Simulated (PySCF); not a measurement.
Several molecules and their computed UV-vis stick spectra, shuffled. Method: PySCF, TDDFT PBE0/def2-SVPD, vertical, gas phase, core orbitals frozen in the response. Geometries: GFN2-xTB; one conformer of each isolated species. Triplets are in the Tamm–Dancoff approximation.

A. `O=C1CO[C@H](F)C1=O`
B. `CC[Si@@H](CF)S[SiH3]`
C. `C=C(C)[SiH3]`
D. `c1(CC)nc(ncn1)C`
E. `NCc1cnsc1`

Lowest singlet levels (six at most, fewer where fewer were computed) with oscillator strengths:

1. 268 nm (f 0.005); 267 nm (f 0.000); 263 nm (f 0.000); 256 nm (f 0.007); 200 nm (f 0.005); 180 nm (f 0.040); T1 4.08 eV
2. 590 nm (f 0.000); 287 nm (f 0.000); 255 nm (f 0.002); 209 nm (f 0.002); 197 nm (f 0.001); 185 nm (f 0.004); T1 1.57 eV
3. 237 nm (f 0.036); 219 nm (f 0.061); 211 nm (f 0.044); 203 nm (f 0.002); 198 nm (f 0.022); 197 nm (f 0.040); T1 4.16 eV
4. 212 nm (f 0.014); 203 nm (f 0.006); 191 nm (f 0.011); 184 nm (f 0.017); 176 nm (f 0.035); 173 nm (f 0.006); T1 5.47 eV
5. 182 nm (f 0.002); 179 nm (f 0.000); 175 nm (f 0.387); 165 nm (f 0.000); 162 nm (f 0.003); 154 nm (f 0.009); T1 4.26 eV

Problem. Which spectrum belongs to which structure?

Solution. 1 = D, 2 = A, 3 = E, 4 = B, 5 = C.
- A: S1 at 2.10 eV, HOMO→LUMO (99%); Löwdin shares by element: HOMO oxygen 52% or more, carbon 22% or more (atoms not listed hold the other 26%); LUMO carbon 43% or more, oxygen 43% or more; HOMO -7.68 and LUMO -3.63 eV.
- B: S1 at 5.84 eV, HOMO→LUMO (98%); Löwdin shares by element: HOMO sulfur 68%, silicon 17%; LUMO silicon 34% or more, sulfur 22%, hydrogen 17% or more (atoms not listed hold the other 28%); HOMO -7.17 and LUMO -0.05 eV.
- C: S1 at 6.82 eV, HOMO-1→LUMO (85%), HOMO→LUMO+1 (10%); Löwdin shares by element: HOMO carbon 79%, silicon 5% (atoms not listed hold the other 16%); LUMO carbon 65% or more, silicon 9%, hydrogen 6% or more (atoms not listed hold the other 19%); HOMO -7.58 and LUMO -0.12 eV; point group Cs, 2 of its 6 listed states under f = 0.0005.
- D: S1 at 4.62 eV, HOMO→LUMO (95%); Löwdin shares by element: HOMO nitrogen 75%, carbon 6% or more (atoms not listed hold the other 19%); LUMO nitrogen 44%, carbon 27% or more (atoms not listed hold the other 29%); HOMO -7.63 and LUMO -1.26 eV.
- E: S1 at 5.24 eV, HOMO→LUMO (80%), HOMO-1→LUMO (10%), HOMO-3→LUMO (9%); Löwdin shares by element: HOMO nitrogen 36% or more, carbon 19% or more, sulfur 15% (atoms not listed hold the other 30%); LUMO carbon 36% or more, sulfur 23%, nitrogen 21% or more (atoms not listed hold the other 20%); HOMO -7.10 and LUMO -0.85 eV.
